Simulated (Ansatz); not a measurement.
```xyz
18

C     1.996    1.274    0.602
N     0.830    0.439    0.769
C     0.422   -0.100    1.965
C    -0.699   -0.806    1.704
N    -0.939   -0.675    0.358
C    -2.050   -1.277   -0.340
C    -0.001    0.094   -0.241
Cu    0.126    0.568   -2.049
O     0.199    1.127   -3.750
H     2.896    0.737    0.906
H     1.901    2.186    1.195
H     2.071    1.537   -0.452
H     0.953    0.060    2.888
H    -1.335   -1.381    2.356
H    -1.988   -0.982   -1.386
H    -2.996   -0.929    0.078
H    -2.001   -2.365   -0.268
H     0.615    0.494   -4.338
```

The species carries charge 0 and has multiplicity 1.

List the r2SCAN/def2-TZVPP orbital energies in eV (Ansatz 0.2.0). (Estimate.)

Ansatz gave: Occupied: -8774.49, -1051.06, -919.88, -919.81, -919.77, -512.98, -387.57, -387.56, -274.66, -274.57, -274.55, -274.50, -274.50, -115.01, -73.75, -73.55, -73.47, -27.98, -24.99, -22.67, -21.01, -19.80, -18.52, -16.40, -15.53, -14.28, -12.95, -12.42, -11.95, -11.86, -11.75, -10.51, -10.31, -10.28, -9.82, -8.53, -7.64, -6.88, -6.12, -6.11, -5.13, -5.13, -4.96, -4.44, -4.18. Lowest empty: -0.93, -0.70, 0.59, 0.69, 1.41, 1.60, 1.97, 2.31.
